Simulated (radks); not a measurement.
Values are calculated unless marked as measured or tabulated.
Ionisation of As27+, [He] 2s2 2p2, to As28+, [He] 2s2 2p1, under several functionals. Scalar-relativistic Kohn-Sham, spin-polarised, spherical densities, finite nucleus; open shells are filled with parallel spins first; a radial shooting solver on a logarithmic mesh with Libxc functionals.

functional                                        E(As27+) (hartree)  Exc (hartree)  IE (eV)  -e(HOMO) (eV)  <r> HOMO (bohr)  IE error (eV)
revPBE                                                   -1550.73409      -35.95241   2928.7         2861.6           0.1635           -9.3
LDA (Slater exchange, Perdew-Zunger correlation)         -1547.52154      -32.70735   2926.7         2859.4           0.1635          -11.3
PW91                                                     -1550.63739      -35.85375   2929.7         2862.4           0.1635           -8.3
TASK exchange with Perdew-Wang LDA correlation           -1550.09436      -35.20005   2933.2         2869.2           0.1635           -4.8
exchange-only LDA                                        -1546.85600      -32.03961   2924.3         2857.1           0.1635          -13.7
XLYP                                                     -1550.97812      -36.19741   2930.0         2862.6           0.1635           -8.0
BLYP                                                     -1550.76892      -35.98653   2929.7         2862.4           0.1635           -8.3
PBE                                                      -1550.44643      -35.66100   2928.8         2861.5           0.1635           -9.2

NIST Atomic Spectra Database: 2938 eV (semi-empirical). Closest: TASK exchange with Perdew-Wang LDA correlation. The Delta-SCF values span 8.87 eV, the total energies 4.12 hartree. The highest occupied level is 2p. Open shells are spherical and high-spin; term and fine-structure splittings are not resolved.
